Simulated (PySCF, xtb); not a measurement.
F₃OSi, SMILES F[Si]([O])(F)F (connectivity only; charge and spin as stated), charge -1, multiplicity 1.

The structure is a stationary point at PBE0-D3(BJ)/def2-SVPD. The spin state was assumed, not searched. The isomer is the one that the SMILES or the coordinates give; other isomers of the formula were not compared.

Level of theory: C-PCM-ωB97X/def2-SVPD in PySCF 2.14.0.

The values are the electrostatic part of the solvation free energy, E(continuum) − E(gas) at the gas-phase geometry, in a cavity of scaled van der Waals radii (PySCF's table); cavitation and dispersion terms are not included. In vacuum the orbital gap is 11.48 eV.

Computed values in water (ε = 78.36), diethylether (ε = 4.24), 1-octanol (ε = 9.86):
```json
[
 {"solvent": "water", "ε": "78.36", "ΔG(elec) (kcal/mol)": "-58.5", "gap (eV)": "12.52"},
 {"solvent": "diethylether", "ε": "4.24", "ΔG(elec) (kcal/mol)": "-45.2", "gap (eV)": "12.29"},
 {"solvent": "1-octanol", "ε": "9.86", "ΔG(elec) (kcal/mol)": "-53.2", "gap (eV)": "12.43"}
]
```

For comparison, GFN2-xTB/ALPB(water) (xtb, at the GFN2-xTB geometry, all terms of that model) gives -55.9 kcal/mol.
